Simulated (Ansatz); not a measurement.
BH$_{8}$NSSi$_{2}$, SMILES `NB(S)[SiH2][SiH3]` from Hartree–Fock to CCSD(T)

Cartesian coordinates in Å:
```
N 1.3383 1.5595 0.9327
B 1.0416 0.6414 -0.0729
S 2.2863 -0.4361 -0.8305
Si -0.8620 0.4135 -0.7125
Si -1.7097 -1.6468 0.0040
H 2.2584 1.6969 1.3183
H 0.6386 2.1565 1.3387
H 3.3677 -0.0339 -0.1359
H -0.9629 0.4732 -2.1983
H -1.7214 1.5013 -0.1538
H -3.1354 -1.8195 -0.3889
H -1.6205 -1.7466 1.4870
H -0.9190 -2.7594 -0.5880
```

Charge 0, multiplicity 1. The geometry is a stationary point of PBE0-D4/def2-TZVP. It is one conformer, not always the lowest. Frozen core, restricted reference, Ansatz. CBS rows extrapolate triple and quadruple zeta; past MP2 they add the triple-zeta difference.

| basis | HF (Eh) | MP2 corr. | CCSD corr. | (T) | CCSD(T) total |
| --- | --- | --- | --- | --- | --- |
| def2-TZVPP | -1059.31937 | ? | ? | ? | ? |
| def2-QZVPP | -1059.35200 | -0.80130 | – | – | – |
| CBS(def2) | -1059.35649 | -0.84258 | ? | as TZ | ? |

(1) Fill in the withheld values. (An estimate is asked.)

Results:

(1) The calculation gave: def2-TZVPP MP2 corr.: -0.74558; def2-TZVPP CCSD corr.: -0.81863; def2-TZVPP (T): -0.03414; def2-TZVPP CCSD(T) total: -1060.17214; CBS(def2) CCSD corr.: -0.91562; CBS(def2) CCSD(T) total: -1060.30625.
